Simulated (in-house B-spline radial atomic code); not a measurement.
# Binding energies in Ca III (Ca2+)

NIST's tabulated ground configuration is [Ne] 3s2 3p6; each binding energy is the energy of the ion with one electron taken from that subshell, relaxed, less that of the parent. Method: Dirac-Kohn-Sham PBE, spherical fractional occupations, Fermi nucleus of rms radius 3.4776 fm. Calculated with an all-electron radial atomic-structure program (B-spline basis). Energies include first-order Breit, QED and recoil terms.

```csv
subshell,X-ray name,binding energy (eV),-ε (eV),relaxation (eV)
1s,K,4078.8,3964.4,-118.5
2s,L1,452.2,429.8,-22.7
2p1/2,L2,378,352.6,-25.7
2p3/2,L3,374.3,348.9,-25.5
3s,M1,70.92,62.23,-8.72
3p1/2,M2,51.52,43.32,-8.23
3p3/2,M3,51.11,42.93,-8.19
```

Relaxation = -ε minus the binding energy without Breit, QED and recoil terms. With a density functional, K lines can miss by some tenths of a per cent, more in light atoms. For a density functional the relaxation so defined is negative, because -ε of a Kohn-Sham level is smaller than the binding energy.

Emission lines follow as differences of binding energies, with λ = 12398.42 eV·Å / E:

```tsv
line	holes	energy (eV)	wavelength (Å)
K-L3	1s → 2p3/2	3704.5	3.3469
K-L2	1s → 2p1/2	3700.8	3.3502
K-M3	1s → 3p3/2	4027.7	3.0783
L1-M3	2s → 3p3/2	401.1	30.912
L3-M1	2p3/2 → 3s	303.4	40.868
```

(1) What screening constant σ does Moseley's law, E = (3/4)·13.6057 eV·(Z - σ)², need for K-L3?

(2) What does it cost to remove two 2p1/2 electrons?

(3) What does it cost to remove both a 2s and a 3p3/2 electron?

(4) What does it cost to remove both a 2p1/2 and a 3p3/2 electron?

## Answers

(1) σ = 0.95.

(2) 809.89 eV, which is 53.8 eV more than the two single binding energies together.

(3) 524.67 eV, which is 21.41 eV more than the two single binding energies together.

(4) 450.74 eV, which is 21.58 eV more than the two single binding energies together.
